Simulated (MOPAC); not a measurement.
MOPAC input (PM6):

```
PM6 PRECISE GNORM=0.05 LET XYZ GEO-OK AUX(PRECISION=9) THREADS=1
ClOY

Y     0.44514200 1    0.31542400 1   -0.24083700 1
O    -0.54121600 1    1.54806900 1   -1.13080800 1
Cl   -0.76651800 1   -1.45212400 1    1.08465400 1
```

Output:

```
 *******************************************************************************
 **                                                                           **
 **                              MOPAC v23.2.5                                **
 **                                                                           **
 *******************************************************************************
 ** MOPAC's Digital Object Identifier: https://doi.org/10.5281/zenodo.6511958 **
 **                                                                           **
 ** Please cite the open-source release paper for use of this MOPAC version:  **
 ** J. E. Moussa and J. J. P. Stewart (2026)                                  **
 ** MOPAC: An open-source semiempirical molecular orbital program             **
 ** J. Open Source Softw., 11(119), 8025, https://doi.org/10.21105/joss.08025 **
 *******************************************************************************

                              PM6 CALCULATION RESULTS

 *******************************************************************************
 *  PM6        - The PM6 Hamiltonian to be used
 *  GEO-OK     - OVERRIDE INTERATOMIC DISTANCE AND OTHER SAFETY CHECKS
 *  LET        - OVERRIDE SOME SAFETY CHECKS
 *  PRECISE    - TIGHTER CRITERIA TO BE USED
 *  XYZ        - CARTESIAN COORDINATE SYSTEM TO BE USED
 *  GNORM      - EXIT WHEN GRADIENT NORM DROPS BELOW 0.050
 *  AUX        - OUTPUT AUXILIARY INFORMATION
 *******************************************************************************
PM6 PRECISE GNORM=0.05 LET XYZ GEO-OK AUX(PRECISION=9) THREADS=1
 ClOY

   ATOM   CHEMICAL          X               Y               Z
  NUMBER   SYMBOL      (ANGSTROMS)     (ANGSTROMS)     (ANGSTROMS)

     1       Y          0.44514200  *   0.31542400  *  -0.24083700  *
     2       O         -0.54121600  *   1.54806900  *  -1.13080800  *
     3      Cl         -0.76651800  *  -1.45212400  *   1.08465400  *

          CARTESIAN COORDINATES

    NO.       ATOM           X           Y           Z

     1         Y          0.4451      0.3154     -0.2408
     2         O         -0.5412      1.5481     -1.1308
     3        Cl         -0.7665     -1.4521      1.0847

 General Reference for PM6:
 "Optimization of Parameters for Semiempirical Methods V: Modification of NDDO Approximations
 and Application to 70 Elements", J. J. P. Stewart, J. Mol. Mod., 13, 1173-1213 (2007)
 URL: https://link.springer.com/article/10.1007/s00894-007-0233-4

           Empirical Formula: O Y Cl  =     3 atoms

      MOLECULAR POINT GROUP   :   Cs

      RHF CALCULATION, NO. OF DOUBLY OCCUPIED LEVELS = 8

          Geometry optimization using EF

          DIAGONAL MATRIX USED AS START HESSIAN

 CYCLE:     1  GRAD.:    43.682 HEAT: -86.46892
 CYCLE:     2  GRAD.:   152.233 HEAT: -81.98613
 CYCLE:     3  GRAD.:    40.551 HEAT: -94.05184
 CYCLE:     4  GRAD.:    24.146 HEAT: -98.21385
 CYCLE:     5  GRAD.:    51.972 HEAT: -101.3851
 CYCLE:     6  GRAD.:    20.797 HEAT: -103.1304
 CYCLE:     7  GRAD.:    16.804 HEAT: -103.7634
 CYCLE:     8  GRAD.:    95.190 HEAT: -101.2485
 CYCLE:     9  GRAD.:     2.610 HEAT: -103.8957
 CYCLE:    10  GRAD.:     0.472 HEAT: -103.8988
 CYCLE:    11  GRAD.:     0.233 HEAT: -103.8991
 CYCLE:    12  GRAD.:     0.013 HEAT: -103.8991

     GRADIENT =  0.01343 IS LESS THAN CUTOFF =  0.05000

 -------------------------------------------------------------------------------
 PM6 PRECISE GNORM=0.05 LET XYZ GEO-OK AUX(PRECISION=9) THREADS=1
 ClOY

     GEOMETRY OPTIMISED USING EIGENVECTOR FOLLOWING (EF).
     SCF FIELD WAS ACHIEVED

                              PM6 CALCULATION
                                                       MOPAC v23.2.5 Linux

          FINAL HEAT OF FORMATION =       -103.89909 KCAL/MOL =    -434.71377 KJ/MOL

          COSMO AREA              =        154.58 SQUARE ANGSTROMS
          COSMO VOLUME            =        175.88 CUBIC ANGSTROMS

          GRADIENT NORM           =          0.01343          =       0.00775 PER ATOM
          IONIZATION POTENTIAL    =          8.716456 EV
          HOMO LUMO ENERGIES (EV) =         -8.716 -1.342
          NO. OF FILLED LEVELS    =          8
          MOLECULAR WEIGHT        =        140.3583         POINT GROUP:  C*v

          MOLECULAR DIMENSIONS (Angstroms)

            Atom       Atom       Distance
           Cl     3    O     2     4.34284
            Y     1    O     2     0.00022
            Y     1   Cl     3     0.00000

          SCF CALCULATIONS        =         13

   ATOM   CHEMICAL          X               Y               Z
  NUMBER   SYMBOL      (ANGSTROMS)     (ANGSTROMS)     (ANGSTROMS)

     1       Y         -0.07784855  *   0.33578202  *  -0.24601923  *
     2       O          0.17190566  *   1.80280127  *  -1.33194624  *
     3      Cl         -0.41738191  *  -1.65548582  *   1.22798057  *

                             CARTESIAN COORDINATES

   1    Y       -0.077848553     0.335782016    -0.246019230
   2    O        0.171905659     1.802801267    -1.331946243
   3   Cl       -0.417381905    -1.655485822     1.227980568

           Empirical Formula: O Y Cl  =     3 atoms

      MOLECULAR POINT GROUP   :   C*v

                  EIGENVALUES
 -26.25845 -22.83999 -12.59220 -11.52865 -11.52865  -9.97914  -9.97914  -8.71646
  -1.34172   0.89186   0.89186   1.84294   1.97091   1.97091   5.19051   5.19051
   8.27564  92.60859  92.70717  92.70717  92.87869  92.87869

              NET ATOMIC CHARGES AND DIPOLE CONTRIBUTIONS

  ATOM NO.   TYPE          CHARGE      No. of ELECS.   s-Pop       p-Pop       d-Pop
    1          Y           1.221164        1.7788     0.01479     0.71292     1.05113
    2          O          -0.784159        6.7842     1.72817     5.05599
    3         Cl          -0.437005        7.4370     1.99274     5.44389     0.00038
 DIPOLE           X         Y         Z       TOTAL
 POINT-CHG.    -0.228    -1.346     0.996     1.690
 HYBRID        -0.258    -1.515     1.121     1.902
 SUM           -0.486    -2.860     2.117     3.592

          ATOMIC ORBITAL ELECTRON POPULATIONS

     Atom    s        px        py        pz      x^2-y^2     xz        z^2       yz        xy
    1  Y   0.01479   0.17374   0.29867   0.24050   0.20191   0.11932   0.22356   0.29357   0.21277
    2  O   1.72817   1.61735   1.75026   1.68838
    3 Cl   1.99274   1.88402   1.74835   1.81152   0.00007   0.00005   0.00009   0.00009   0.00008

 **********************
 *                    *
 * JOB ENDED NORMALLY *
 *                    *
 **********************

 == MOPAC DONE ==
```

The geometry given is a B3LYP-D3(BJ)/def2-TZVP minimum.
